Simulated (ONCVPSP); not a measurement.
**Logarithmic derivatives: lutetium, ONCV**

ONCVPSP 4.0.1 input, shortened (lines: element, Z, core and valence counts, functional; n l f; lmax; l rc ep ncon nbas qcut; lloc lpopt rc5 dvloc0; l nproj debl; icmod fcfact rcfact), LDA (Perdew-Wang 92), scalar-relativistic:

```
  Lu 71.00   10    4  -001012      upf
    1    0    2.00
    2    0    2.00
    2    1    6.00
    3    0    2.00
    3    1    6.00
    3    2   10.00
    4    0    2.00
    4    1    6.00
    4    2   10.00
    5    0    2.00
    4    3   14.00
    5    1    6.00
    5    2    1.00
    6    0    2.00
    3
    0    2.55    0.00    4    8    2.00
    1    2.20    0.00    5    8    7.20
    2    3.10    0.00    4    9    5.60
    3    1.20    0.00    4    9   15.70
    3    5    1.20    0.00
    0    1    0.80
    1    3    1.40
    2    2    3.90
    3    0    2.80
    1    0.35    0.00
```

The phase is arctan(r·R′/R) of the radial function R(r), unwrapped; energies in Ha, scanned from -3 to 5 Ha. A pole is an energy at which the radial function vanishes at the test radius. The pseudo phase is shifted by a multiple of π to meet the all-electron one at the reference energy, and phase errors are pseudo minus all-electron; the curves can meet again beyond the range given. Levels narrower than the energy grid can be missing from the lists of poles.

```json
{"channel": "s", "radius (bohr)": "2.59", "reference energy (Ha)": "-0.18", "poles, all-electron": "-2.22, 1.56", "poles, pseudo": "0.88, 3.30", "unbroken range about the reference energy with phases within 0.05 rad": "-1.8 to 0.4", "phase error 1 Ha above the reference energy (rad)": "-0.111"}
{"channel": "p", "radius (bohr)": "2.23", "reference energy (Ha)": "-1.17", "poles, all-electron": "-0.90, 4.04", "poles, pseudo": "-0.90, 4.04", "unbroken range about the reference energy with phases within 0.05 rad": "the whole range", "phase error 1 Ha above the reference energy (rad)": "+0.000"}
{"channel": "d", "radius (bohr)": "3.15", "reference energy (Ha)": "-0.07", "poles, all-electron": "0.17, 2.28", "poles, pseudo": "0.17, 2.30, 4.27", "unbroken range about the reference energy with phases within 0.05 rad": "below 0.8", "phase error 1 Ha above the reference energy (rad)": "+0.081"}
{"channel": "f", "radius (bohr)": "1.22", "reference energy (Ha)": "-0.36", "poles, all-electron": "0.24", "poles, pseudo": "0.33", "unbroken range about the reference energy with phases within 0.05 rad": "-0.7 to 0.6", "phase error 1 Ha above the reference energy (rad)": "+0.051"}
```

Note: ghosts flagged at negative energy: s at -829.3 eV, s at -248.8 eV, p at -28.7 eV; GHOST(+) flagged for d at 118.3 eV. A true bound ghost makes a file unfit for plane-wave use.

Phases in the f channel:

```json
{"E (Ha)": "-2.98", "all-electron": "1.102", "pseudo": "1.153"}
{"E (Ha)": "-2.76", "all-electron": "1.073", "pseudo": "1.129"}
{"E (Ha)": "-2.54", "all-electron": "1.037", "pseudo": "1.099"}
{"E (Ha)": "-2.32", "all-electron": "0.992", "pseudo": "1.062"}
{"E (Ha)": "-2.10", "all-electron": "0.934", "pseudo": "1.013"}
{"E (Ha)": "-1.88", "all-electron": "0.856", "pseudo": "0.948"}
{"E (Ha)": "-1.66", "all-electron": "0.746", "pseudo": "0.854"}
{"E (Ha)": "-1.44", "all-electron": "0.580", "pseudo": "0.709"}
{"E (Ha)": "-1.22", "all-electron": "0.319", "pseudo": "0.467"}
{"E (Ha)": "-1.00", "all-electron": "-0.080", "pseudo": "0.055"}
{"E (Ha)": "-0.78", "all-electron": "-0.564", "pseudo": "-0.499"}
{"E (Ha)": "-0.56", "all-electron": "-0.965", "pseudo": "-0.954"}
{"E (Ha)": "-0.34", "all-electron": "-1.228", "pseudo": "-1.228"}
{"E (Ha)": "-0.12", "all-electron": "-1.398", "pseudo": "-1.391"}
{"E (Ha)": "0.10", "all-electron": "-1.514", "pseudo": "-1.496"}
{"E (Ha)": "0.32", "all-electron": "-1.601", "pseudo": "-1.569"}
{"E (Ha)": "0.54", "all-electron": "-1.669", "pseudo": "-1.624"}
{"E (Ha)": "0.76", "all-electron": "-1.727", "pseudo": "-1.668"}
{"E (Ha)": "0.98", "all-electron": "-1.778", "pseudo": "-1.704"}
{"E (Ha)": "1.20", "all-electron": "-1.826", "pseudo": "-1.735"}
{"E (Ha)": "1.42", "all-electron": "-1.873", "pseudo": "-1.763"}
{"E (Ha)": "1.64", "all-electron": "-1.920", "pseudo": "-1.789"}
{"E (Ha)": "1.86", "all-electron": "-1.970", "pseudo": "-1.814"}
{"E (Ha)": "2.08", "all-electron": "-2.023", "pseudo": "-1.837"}
{"E (Ha)": "2.30", "all-electron": "-2.083", "pseudo": "-1.860"}
{"E (Ha)": "2.52", "all-electron": "-2.150", "pseudo": "-1.884"}
{"E (Ha)": "2.74", "all-electron": "-2.228", "pseudo": "-1.908"}
{"E (Ha)": "2.96", "all-electron": "-2.320", "pseudo": "-1.932"}
{"E (Ha)": "3.18", "all-electron": "-2.430", "pseudo": "-1.958"}
{"E (Ha)": "3.40", "all-electron": "-2.562", "pseudo": "-1.986"}
{"E (Ha)": "3.62", "all-electron": "-2.718", "pseudo": "-2.015"}
{"E (Ha)": "3.84", "all-electron": "-2.898", "pseudo": "-2.047"}
{"E (Ha)": "4.06", "all-electron": "-3.096", "pseudo": "-2.082"}
{"E (Ha)": "4.28", "all-electron": "-3.300", "pseudo": "-2.120"}
{"E (Ha)": "4.50", "all-electron": "-3.494", "pseudo": "-2.163"}
{"E (Ha)": "4.72", "all-electron": "-3.668", "pseudo": "-2.211"}
{"E (Ha)": "4.94", "all-electron": "-3.816", "pseudo": "-2.266"}
```
